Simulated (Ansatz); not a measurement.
Basis-set extrapolation for CH6ClNOSi, SMILES `N[SiH2]C(O)Cl` (PBE0-D4/def2-TZVP geometry, frozen core, Ansatz). Multiplicity 1, RHF reference.

|  | def2-TZVPP | def2-QZVPP |
| --- | --- | --- |
| HF | -919.225888 | -919.255913 |
| MP2 correlation | -0.942792 | -1.018561 |
| CCSD(T) correlation | -1.029065 | not run |

Energies in hartree. Use E(X) = E(∞) + A·exp(−7.88·√X) for Hartree–Fock and E(X) = E(∞) + B·X^(−2.97) for correlation, with X = 3 and 4, and add CCSD(T) minus MP2 of the smaller set to the MP2 limit.

What is the CCSD(T) energy at the basis-set limit?

HF limit: -919.255913 + (-0.030025) × 0.13774 = -919.26005. MP2 limit: -1.018561 + (-0.075769) × 0.74074 = -1.07469. Higher-order term: -1.029065 − (-0.942792) = -0.08627. Total: -920.42101 hartree, 436.0 kJ/mol below CCSD(T)/def2-TZVPP.
